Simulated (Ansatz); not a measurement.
Calculated with Ansatz (gas phase, PBE0-D4/def2-TZVP geometries, no zero-point term in ΔE). CCSD(T)/CBS adds triple-zeta CCSD(T) − MP2 to the extrapolated MP2 energy (def2 sets, frozen cores). This one scheme is used for every species. Functionals use def2-TZVPP. For Ge outer-core shells are correlated without core-valence functions, which leaves a few kJ/mol of doubt a bond. Scalar relativity is left out up to krypton. Each species was taken in one conformer, which may not be the lowest.

Reaction (cleavage of the Ge–P bond): `[PH2][GeH2][SH]` + `O[SiH3]` → `[SiH3][O][GeH2][SH]` + PH₃

`[PH2][GeH2][SH]`:

Cartesian coordinates in Å:
```
P -1.153 -0.948 1.060
Ge -0.110 0.866 0.059
S 1.132 0.351 -1.718
H -1.480 -1.548 -0.184
H 0.062 -1.674 1.185
H 0.754 1.572 1.120
H -1.171 1.831 -0.490
H 1.965 -0.450 -1.033
```

`O[SiH3]`:

Z-matrix (Å, degrees):
```
Si
O 1 1.648
H 1 1.489 2 111.7
H 1 1.489 2 111.7 3 120.9
H 1 1.481 2 105.9 3 -119.6
H 2 0.957 1 117.9 3 -60.5
```

`[SiH3][O][GeH2][SH]`:

```xyz
10

Si    0.241   -0.009    1.707
O    -0.621   -0.626    0.456
Ge   -0.821   -0.124   -1.230
S     0.987    0.948   -1.930
H     1.696   -0.265    1.536
H     0.031    1.459    1.835
H    -0.230   -0.684    2.942
H    -1.051   -1.419   -2.015
H    -1.973    0.884   -1.313
H     1.740   -0.163   -1.988
```

PH₃:

Cartesian coordinates in Å:
```
P 0.359 0.174 -0.422
H 0.257 -1.178 0.001
H -1.049 0.340 -0.487
H 0.433 0.665 0.908
```

CCSD(T)/CBS gives -0.22 eV.

Question: Another level gave -0.24 eV. Which?
A. CCSD/def2-TZVPP
B. PBE-D4/def2-TZVPP
C. HF/def2-TZVPP
D. ωB97M-V/def2-TZVPP

Answer: D. ωB97M-V -0.24, CCSD/def2-TZVPP -0.29, PBE-D4 -0.09, HF/def2-TZVPP -0.41 eV.

Largest T1 diagnostic among the species: 0.013.

From PBE to PBE0 (25 % exact exchange), in def2-TZVPP and without D4, ΔE moves by −0.03 eV. In def2-TZVPP, CCSD(T) changes the Hartree–Fock value by +0.14 eV (the triples alone add +0.02 eV) and MP2 by +0.16 eV.
